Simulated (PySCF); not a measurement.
## Kr (krypton, neutral) across methods

[Kr], closed-shell 1S. All numbers are calculated (PySCF 2.14, a scalar-relativistic core potential, in aug-cc-pVTZ-PP with one added diffuse shell each of s, d, f type with ECP10MDF (7s5p5d3f, 68 functions)).

```csv
method,E (hartree),mean ε 3d (eV),mean ε 4s (eV),mean ε 4p (eV),Σ⟨r²⟩ (bohr²),⟨S²⟩
LDA,-462.9470,-82.796,-23.264,-9.371,38.98,0.000
PBE0,-463.5456,-88.021,-25.610,-10.725,38.73,0.000
r2SCAN,-463.4470,-83.601,-23.964,-9.648,38.57,0.000
revPBE,-463.6323,-82.927,-22.954,-9.192,38.95,0.000
HSE06,-463.5393,-87.593,-25.173,-10.304,38.78,0.000
PBE,-463.5653,-82.956,-23.019,-9.231,38.98,0.000
UHF,-462.19809,-102.14,-32.327,-14.244,38.75,0.000
CAM-B3LYP,-463.5716,-89.068,-27.336,-12.140,38.95,0.000
```

**Question.** Estimate the same row for r2SCANh.

**Answer.** E (hartree) = -463.4491; mean ε 3d (eV) = -85.565; mean ε 4s (eV) = -24.877; mean ε 4p (eV) = -10.189; Σ⟨r²⟩ (bohr²) = 38.55; ⟨S²⟩ = 0.000.

Energies and moments cover only the electrons outside the core potential.
